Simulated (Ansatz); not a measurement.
`CS[AsH2]` + `N[SiH3]` → `[SiH3]N[AsH2]` + CH₃SH at 700 K and 1 bar (ligand exchange at the As–S bond).

Computed with Ansatz on PBE0-D4/def2-TZVP structures; ΔE is electronic, products minus reactants. CCSD(T)/CBS adds triple-zeta CCSD(T) − MP2 to the extrapolated MP2 energy (def2 sets, frozen cores). This one scheme is used for every species. For As outer-core shells are correlated without core-valence functions, which leaves a few kJ/mol of doubt a bond. Scalar relativity is left out up to krypton.

```tsv
species	CCSD(T)/CBS energy (Eh)	H − E (kJ/mol)	S (J/(mol·K))
`CS[AsH2]`	-2673.84263	202.3	411.0
`N[SiH3]`	-346.80422	180.7	336.3
`[SiH3]N[AsH2]`	-2582.40077	216.7	432.7
CH₃SH	-438.22835	160.2	309.0
```

H − E and S are ideal-gas, rigid-rotor, harmonic terms from PBE0-D4/def2-TZVP, for one conformer and one mirror image of each species. 1 Eh = 2625.50 kJ/mol, R = 8.31446 J/(mol·K).

Q: By hand: ΔE, ΔH, ΔS and ΔG.

A: ΔE = (-2582.40077) + (-438.22835) − (-2673.84263) − (-346.80422) = 0.01773 Eh = 46.6 kJ/mol. Δ(H − E) = 216.7 + 160.2 − 202.3 − 180.7 = -6.1, so ΔH = 40.5 kJ/mol. ΔS = 432.7 + 309.0 − 411.0 − 336.3 = -5.6 J/(mol·K). ΔG = 40.5 − 700 × (-5.6)/1000 = 44.4 kJ/mol.

Q: By hand: the equilibrium constant, and the temperature at which ΔG would vanish if ΔH and ΔS stayed fixed.

A: log₁₀ K = −ΔG/(RT ln 10) = -3.3. ΔH and −TΔS have one sign here, so there is no such temperature.

The number of gas molecules stays the same, so ΔS is small and ΔH decides. A doubt of 5 kJ/mol in ΔE shifts log₁₀ K by 0.4 here. Other conformers and mirror images would add mixing entropy, several J/(mol·K) or more a flexible species. Modes under 60 cm⁻¹, often nearly free rotors, make the harmonic entropy too high. These are equilibria of isolated gas molecules and say nothing of rates. Largest T1 diagnostic: 0.011 (customary marks: 0.02 for closed shells, 0.045 for open ones).

ΔS is within the doubt of such terms, so its sign, and with it that verdict, could turn.
